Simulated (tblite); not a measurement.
Record of a relaxation.

Species: C₆H₈NO (doublet state).
Numbering: `[CH2:1]=[C:2]=[CH:3][CH2:4][C:5](=[O:6])[N:7][CH3:8]` (hydrogens: H9, H10 on C1; H11 on C3; H12, H13 on C4; H14, H15, H16 on C8)
Bond orders are those of one Lewis drawing.

Computed with GFN2-xTB (tblite), gas phase: L-BFGS steps from a force-field or distance-geometry start until the largest atomic force falls under 0.01 eV/Å. 4 of its 135 geometries are shown.

Step 0: E = -645.8804 eV, largest atomic force 4.578 eV/Å
```
atom  x, y, z in Å  |  force x, y, z in eV/Å
C1      3.497    0.499   -0.851   -2.697  -1.267   1.404
C2      2.409   -0.074   -0.355    1.926   0.544  -0.637
C3      1.352   -0.636    0.149    0.613   1.701  -0.886
C4      0.080    0.117   -0.069   -0.645   0.170   1.587
C5     -1.013   -0.888   -0.219   -2.680  -3.704  -0.231
O6     -0.738   -2.118   -0.176   -0.867   3.175  -0.343
N7     -2.340   -0.430   -0.444    2.198   0.431   1.989
C8     -2.929    0.387    0.607   -0.529  -0.378  -1.116
H9      4.000    1.162   -0.198    0.687   0.506  -0.156
H10     3.715    0.239   -1.845    0.787   0.154  -0.750
H11     1.456   -1.560    0.643   -0.517  -0.721   0.486
H12     0.068    0.773   -0.924    0.333   0.279  -0.226
H13    -0.204    0.722    0.851    0.373  -0.416  -0.776
H14    -3.697    1.068    0.163    0.407  -0.670   0.134
H15    -2.202    1.039    1.115   -0.081  -0.451   0.138
H16    -3.462   -0.291    1.343    0.691   0.647  -0.617
```

Step 45: E = -646.9639 eV, largest atomic force 0.147 eV/Å
```
atom  x, y, z in Å  |  force x, y, z in eV/Å
C1      3.426    0.456   -0.975   -0.046  -0.021   0.011
C2      2.387   -0.037   -0.388    0.023   0.046  -0.003
C3      1.366   -0.480    0.297   -0.036  -0.104  -0.077
C4      0.009    0.076    0.201    0.036   0.054   0.019
C5     -1.085   -1.051   -0.299    0.056  -0.090  -0.016
O6     -0.610   -2.028   -0.833   -0.002   0.049   0.008
N7     -2.282   -0.721   -0.037    0.101   0.097   0.011
C8     -2.883    0.408    0.552   -0.013  -0.006   0.027
H9      4.040    1.206   -0.499   -0.016   0.018  -0.066
H10     3.726    0.132   -1.958    0.039  -0.010   0.019
H11     1.495   -1.352    0.921   -0.023  -0.017   0.090
H12    -0.040    0.883   -0.529   -0.079   0.036   0.036
H13    -0.375    0.390    1.173    0.106  -0.045   0.009
H14    -3.383    1.005   -0.216   -0.055  -0.013   0.050
H15    -2.188    1.063    1.094    0.032   0.011  -0.034
H16    -3.612    0.058    1.286   -0.121  -0.005  -0.083
```

Step 89: E = -647.0316 eV, largest atomic force 0.039 eV/Å
```
atom  x, y, z in Å  |  force x, y, z in eV/Å
C1      3.250    0.389   -1.166   -0.013   0.009   0.002
C2      2.337   -0.014   -0.350   -0.006  -0.015  -0.016
C3      1.430   -0.423    0.504   -0.007  -0.006   0.006
C4      0.050    0.051    0.533    0.007   0.017   0.012
C5     -0.959   -0.974   -0.340    0.008   0.007   0.021
O6     -0.402   -1.883   -0.903   -0.007  -0.013  -0.013
N7     -2.169   -0.619   -0.252    0.028   0.010   0.007
C8     -2.862    0.430    0.384    0.004  -0.007   0.009
H9      3.906    1.216   -0.943   -0.006   0.012   0.014
H10     3.401   -0.093   -2.120   -0.012  -0.003  -0.002
H11     1.684   -1.224    1.187    0.008  -0.007   0.005
H12    -0.081    1.021    0.057   -0.009  -0.022  -0.003
H13    -0.377    0.019    1.534    0.018   0.011  -0.029
H14    -3.164    1.185   -0.348    0.014  -0.003   0.000
H15    -2.288    0.925    1.179   -0.033  -0.020   0.001
H16    -3.762    0.004    0.836    0.007   0.029  -0.016
```

Step 134: E = -647.0786 eV, largest atomic force 0.009 eV/Å
```
atom  x, y, z in Å  |  force x, y, z in eV/Å
C1      3.118    0.475   -1.253    0.003   0.001  -0.006
C2      2.285    0.009   -0.386   -0.002  -0.001   0.000
C3      1.444   -0.436    0.514   -0.003   0.000  -0.001
C4      0.047   -0.009    0.593    0.002  -0.001   0.001
C5     -0.946   -1.099   -0.181    0.002  -0.001   0.002
O6     -0.417   -2.098   -0.602   -0.003  -0.008  -0.003
N7     -2.144   -0.682   -0.198   -0.002  -0.001   0.001
C8     -2.766    0.470    0.324    0.007   0.001   0.003
H9      3.732    1.341   -1.059   -0.003   0.003   0.005
H10     3.243    0.007   -2.217    0.003   0.000  -0.004
H11     1.759   -1.222    1.190   -0.001   0.000   0.003
H12    -0.132    0.939    0.089    0.000   0.003   0.000
H13    -0.337   -0.004    1.611   -0.003  -0.002   0.003
H14    -2.405    1.394   -0.144   -0.002   0.006  -0.005
H15    -2.661    0.551    1.413    0.002   0.003   0.003
H16    -3.829    0.373    0.096   -0.001  -0.002  -0.002
```

**Question.** Summarise the path.

**Answer.** The energy falls by 115.61 kJ/mol from step 0 to step 134; nine tenths of that is first reached at step 44. It rises by more than 0.2 meV at steps 98 and 104. The largest force goes from 4.578 to 0.009 eV/Å. Among the bonds C4–C5 changes most, from 1.493 to 1.665 Å; the atoms move by 0.794 Å rms after alignment.

What follows is the cost of the whole relaxation. Time: 0.83 s. Hardware: one thread, Arm Neoverse V1 (aarch64), no GPU, shared host.
